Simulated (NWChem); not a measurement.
System: BH3; SMILES B

```xyz
4

B      0.0000     0.0000     0.0000
H     -1.1730     0.3143     0.0000
H      0.3143    -1.1730     0.0000
H      0.8587     0.8587     0.0000
```
Atoms are numbered in this order, from 1.

The geometry was optimised at PBE-D3(BJ)/def2-SVP.

 Unshifted, non-relativistic core excitations; the lowest 4 roots alone, so stronger bands may lie above.

List the first B K-edge excitations from PBE0/cc-pVTZ, restricted-window TDA (NWChem).


| state | energy (eV) | dipole oscillator strength | leading excitation (squared amplitude) |
|---|---|---|---|
| S1 | 179.9 | 0.0652 | 1s of atom 1 or its equivalents → LUMO (0.98) |
| S2 | 186.5 | 0.0000 | 1s of atom 1 or its equivalents → LUMO+1 (1.00) |
| S3 | 186.8 | 0.0119 | 1s of atom 1 or its equivalents → LUMO+2 (0.92) |
| S4 | 186.8 | 0.0119 | 1s of atom 1 or its equivalents → LUMO+3 (0.92) |
